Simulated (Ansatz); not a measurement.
`FB(F)[Si](F)(F)F` + silanol → `FB(F)O[SiH3]` + `F[SiH](F)F`  (cleavage of the B–Si bond)

Gas-phase electronic energies from Ansatz, PBE0-D4/def2-TZVP geometries. CCSD(T)/CBS adds triple-zeta CCSD(T) − MP2 to the extrapolated MP2 energy (def2 sets, frozen cores). DFT in def2-TZVPP. Each species was taken in one conformer, which may not be the lowest.

```json
{"level": "LDA (SPW92)", "ΔE (kcal/mol)": "-37.5"}
{"level": "r2SCANh-D4", "ΔE (kcal/mol)": "-40.4"}
{"level": "CAM-B3LYP-D4", "ΔE (kcal/mol)": "-40.6"}
{"level": "PBE-QIDH", "ΔE (kcal/mol)": "-40.6"}
{"level": "PBE", "ΔE (kcal/mol)": "-35.2"}
{"level": "RPA@PBE/def2-TZVPP", "ΔE (kcal/mol)": "-39.3"}
{"level": "HF/def2-SVP", "ΔE (kcal/mol)": "-49.6"}
{"level": "CCSD(T)/def2-TZVPP", "ΔE (kcal/mol)": "-40.5"}
```

(1) What does CCSD(T)/CBS give? (Best estimate.)

Largest T1 diagnostic among the species: 0.013.

## Answers

(1) Ansatz gave: -40.1 kcal/mol. The listed levels differ from it by 2.6, -0.3, -0.5, -0.5, 4.9, 0.8, -9.5, -0.4 kcal/mol.

Leaving LDA and LC-ωPBE aside and taking each functional with its dispersion term where it has one, the values, not all of them listed here, spread over 8.1 kcal/mol, from BHLYP-D4 to revPBE-D4. LDA lies −2.3 kcal/mol from PBE without D4. At CCSD(T), def2-SVP lies −5.6 kcal/mol from the extrapolated value and def2-TZVPP −0.3 kcal/mol. From PBE to PBE0 (25 % exact exchange), in def2-TZVPP and without D4, ΔE moves by −2.8 kcal/mol.
